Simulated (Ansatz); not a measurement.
Breaking a bond: AlH, singlet.

- UHF/aug-cc-pVDZ (Ansatz, an electronic-structure program)
- UKS-PBE0 = unrestricted PBE0/aug-cc-pVDZ in Ansatz
- RKS-PBE0 = restricted PBE0/aug-cc-pVDZ in Ansatz
- FCI = full CI/aug-cc-pVDZ, frozen core (Ansatz)

Energies relative to the lowest point of each curve near equilibrium, in kJ/mol:

```
R / Å    UHF  UKS-PBE0  RKS-PBE0
-----  -----  --------  --------
1.39    49.8      55.8      55.8
1.50    14.3      18.2      18.2
1.59     2.1       3.9       3.9
1.90    22.3      16.8      16.8
2.03    44.7      36.5      36.5
2.52   142.4     128.2     128.2
2.74   169.8     168.4     168.4
2.98   187.8     206.3     208.4
3.37   202.7     243.9     263.3
4.04   211.0     272.2     331.2
4.50   212.6     278.8     362.6
5.90   213.4     281.6     412.9
```

Problem. What does FCI give at the same points?

Solution. 1.39: 53.4; 1.50: 16.7; 1.59: 3.3; 1.90: 17.7; 2.03: 37.2; 2.52: 123.7; 2.74: 159.4; 2.98: 193.1; 3.37: 234.9; 4.04: 272.6; 4.50: 282.4; 5.90: 288.3 (kJ/mol).

The unrestricted determinant behind UHF is spin-contaminated at 1.23 to 1.90, 2.52 to 6.61 Å (<S²> up to 1.0, against 0.00 for a pure singlet). The unrestricted determinant behind UKS-PBE0 is spin-contaminated at 2.98 to 6.61 Å (<S²> up to 1.0, against 0.00 for a pure singlet). The restricted form behind RKS-PBE0 keeps the bonding electrons paired and can't separate into open-shell fragments.
